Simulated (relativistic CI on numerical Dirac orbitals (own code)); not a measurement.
**Rh3+: M2,3 absorption edge**

Computed with this model: Dirac-Coulomb-Breit CI, separate exchange-only KLI orbitals for each configuration, model QED (radiative potential, 1s self-energy scaled to tabulated hydrogen-like ionisation energies), multiplet model of core-to-valence dipole absorption, unscaled Slater integrals; configurations [Kr] 4d6 → [Ne] 3s2 3p5 3d10 4s2 4p6 4d7; 80 K; Lorentzian 1.2 eV and Gaussian 0.4 eV FWHM. Energies are those of the free ion, without screening or charge transfer. The branching ratio is the share of the lower-energy edge in the whole absorption, uncertain by about 0.02 where the edges overlap. S is read from ⟨S²⟩ = S(S + 1).

Field parameters in Wybourne normalisation: D4h B²₀ = −7Ds, B⁴₀ = 21(Dq − Dt), B⁴₄ = 21√(5/14) Dq; Oh B⁴₀ = 21Dq, B⁴₄ = √(5/14) B⁴₀. The field is a parameter set, without covalency.

free ion: ground-state S = 1.99, centroid 506.16 eV, branching ratio 0.835. Peaks (eV, height): 501.8 (100), 527.0 (22).

D4h, 10Dq = 38050, Ds = -460, Dt = 130 cm⁻¹: ground-state S = 0.03, centroid 509.43 eV, branching ratio 0.757. Peaks (eV, height): 503.2 (100), 528.5 (36).

D4h, 10Dq = 10700, Ds = 660, Dt = 720 cm⁻¹: ground-state S = 1.99, centroid 507.22 eV, branching ratio 0.799. Peaks (eV, height): 501.8 (100), 527.0 (26), 529.5 (8).

Oh, 10Dq = 35550 cm⁻¹: ground-state S = 0.03, centroid 509.24 eV, branching ratio 0.759. Peaks (eV, height): 503.2 (100), 528.5 (34).

Oh, 10Dq = 20950 cm⁻¹: ground-state S = 0.14, centroid 507.00 eV, branching ratio 0.806. Peaks (eV, height): 502.0 (100), 527.2 (26).

D4h, 10Dq = 12000, Ds = 2380, Dt = 330 cm⁻¹: ground-state S = 1.99, centroid 507.22 eV, branching ratio 0.802. Peaks (eV, height): 501.5 (100), 527.0 (26).

The statistical ratio of this edge is 2/3 = 0.667. Values above it arise where the holes sit mainly in the j = l + 1/2 valence subshell or the ground state has high spin; values below it where core-valence Coulomb terms move weight to the upper edge, as in nearly empty shells.

Strongest unbroadened transitions for free ion:

| Energy (eV) | Relative strength |
| --- | --- |
| 501.46 | 19.6 |
| 501.58 | 16.7 |
| 501.68 | 100.0 |
| 501.77 | 31.1 |
| 501.82 | 20.1 |
| 502.02 | 2.7 |
| 502.34 | 1.1 |
| 502.36 | 0.6 |
| 503.06 | 45.7 |
| 503.47 | 1.2 |
| 503.66 | 1.6 |
| 504.12 | 1.3 |
| 526.88 | 15.8 |
| 527.02 | 10.8 |
| 527.07 | 1.4 |
| 527.31 | 15.1 |
| 527.51 | 2.5 |
| 529.17 | 2.0 |
